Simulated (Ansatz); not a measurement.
Harmonic frequencies (cm⁻¹) at PBE0-D4/def2-TZVP from Ansatz: 388, 404, 493, 817, 850, 879, 2146, 2158, 2159.

Task: Which molecule is it?
A. `[S][GeH3]`•
B. `[OH][Sn]([Cl])[Cl]`•
C. `[SH][GeH2]`•
D. `O[SiH]Cl`•

Result: A.
